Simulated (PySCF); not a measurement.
Compound: BH₈NSi₂.
Bonds: B1–Si2, Si2–N3, N3–Si4. Hydrogens: H5, H6 on B1; H7, H8 on Si2; H9 on N3; H10, H11, H12 on Si4.

All values: PBE0/pcSseg-1 and PBE0/def2-SVPD (PySCF, non-relativistic), on one gas-phase PBE0-D3(BJ)/def2-SVP geometry that isn't relaxed in the solvent. The solvent is an IEF-PCM continuum (van der Waals radii × 1.2). Specific hydrogen bonds and non-electrostatic terms are outside this model.

Gas phase at PBE0/pcSseg-1: HOMO -7.31 eV, LUMO -2.39 eV, dipole 0.61 D.

Q: What does the continuum do to the energy, the frontier levels and the dipole at PBE0/pcSseg-1 in dichloromethane and acetone?

A: 
```tsv
solvent	ε	E(solvent) − E(gas) (kcal/mol)	polarisation term (kcal/mol)	distortion of the solute (kcal/mol)	HOMO (eV)	LUMO (eV)	dipole (D)
dichloromethane	8.93	-1.60	-1.71	0.11	-7.20	-2.24	0.76
acetone	20.49	-1.80	-1.94	0.14	-7.19	-2.22	0.78
```

The polarisation term is half the interaction of the solute with the surface charges that it induces; the rest is the cost of distorting the solute's density. The sum is the electrostatic part of solvation alone. From dichloromethane to acetone the lowering changes by a factor 1.12, Onsager's factor (ε − 1)/(2ε + 1) by 1.10 and ε itself by 2.3.

Q: Which Hirshfeld charges (PBE0/pcSseg-1) respond most in acetone (means over atoms taken as equivalent)?

A: 
```tsv
atoms	environment	gas (e)	solvent (e)	change
H9	N–H hydrogen	+0.119	+0.130	+0.011
H7/H8	Si–H hydrogen	-0.084	-0.088	-0.004
B1	three-coordinate boron	+0.092	+0.095	+0.003
H10/H11/H12	Si–H hydrogen	-0.082	-0.085	-0.003
Si2	SiH2 silicon	+0.293	+0.294	+0.001
H5/H6	B–H hydrogen	-0.052	-0.054	-0.002
```

Q: Which Mayer bond orders change most in acetone?

A: 
```
   bond  length (Å)    gas  solvent  change
  N3–H9       1.017  0.917    0.905  -0.012
 Si2–N3       1.750  0.940    0.949  +0.009
 N3–Si4       1.739  0.963    0.972  +0.009
 Si2–H8       1.508  0.903    0.899  -0.004
Si4–H10       1.497  0.920    0.918  -0.002
 B1–Si2       2.009  0.966    0.967  +0.001
  B1–H5       1.210  0.972    0.971  -0.001
  B1–H6       1.208  0.971    0.972  +0.001
```

Gas phase at PBE0/def2-SVPD: HOMO -7.32 eV, LUMO -2.41 eV, dipole 0.63 D.

Q: What does the continuum do to the energy, the frontier levels and the dipole at PBE0/def2-SVPD in acetone?

A: 
```
solvent      ε  E(solvent) − E(gas) (kcal/mol)  polarisation term (kcal/mol)  distortion of the solute (kcal/mol)  HOMO (eV)  LUMO (eV)  dipole (D)
acetone  20.49                           -1.77                         -1.94                                 0.17      -7.21      -2.26        0.84
```

Q: How does the static polarisability (PBE0/def2-SVPD, frozen core, with the continuum's full static response) change?

A: 
| medium | isotropic (au) | principal values (au) | ⟨r²⟩ of the electrons (bohr²) |
| --- | --- | --- | --- |
| gas | 79.0 | 67.2, 79.6, 90.2 | 678.0 |
| acetone | 104.4 | 92.6, 107.2, 113.5 | 678.4 |

The isotropic value in acetone is 1.32 times the gas-phase one; no cavity-field correction is applied. ⟨r²⟩ is taken about the centre of nuclear charge.

Shape of the structure used: `[BH2:1][SiH2:2][NH:3][SiH3:4]`: B1–Si2–N3–Si4 -38°.
